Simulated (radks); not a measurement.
Problem. Valence configurations of Au (all share [Xe]). All-electron calculation, scalar-relativistic Kohn-Sham, r2SCAN, spin-polarised, spherical densities, finite nucleus; open shells are filled with parallel spins first (spin-orbit coupling, left out, can overturn this in heavy ions); meta-GGA in the generalised Kohn-Sham scheme; Fermi nuclear charge, rms radius 5.4371 fm. Program: a radial shooting solver on a logarithmic mesh with Libxc functionals. Order these by energy: 4f14 5d9 6s2; 4f14 5d9 6p2; 4f14 5d9.5 6s1 6p0.5; 4f14 5d9 6s1 6p1; 4f14 5d10 6s1; 4f14 5d9.5 6s1.5; 4f13 5d10 6s1 6p1; 4f14 5d10 6p1; 4f14 5d8 6s1 6p2; 4f13.5 5d10 6s1 6p0.5.

Solution. From the lowest, in eV above it: 4f14 5d10 6s1 0.000; 4f14 5d9.5 6s1.5 0.966; 4f14 5d9 6s2 2.005; 4f14 5d9.5 6s1 6p0.5 3.278; 4f14 5d10 6p1 5.515; 4f14 5d9 6s1 6p1 6.967; 4f14 5d9 6p2 13.526; 4f14 5d8 6s1 6p2 15.582; 4f13.5 5d10 6s1 6p0.5 42.322; 4f13 5d10 6s1 6p1 88.141. NIST lists [Xe] 4f14 5d10 6s1 as the ground configuration; this level of theory agrees among the configurations tried. The energies are those of spherical high-spin densities, not of single terms.
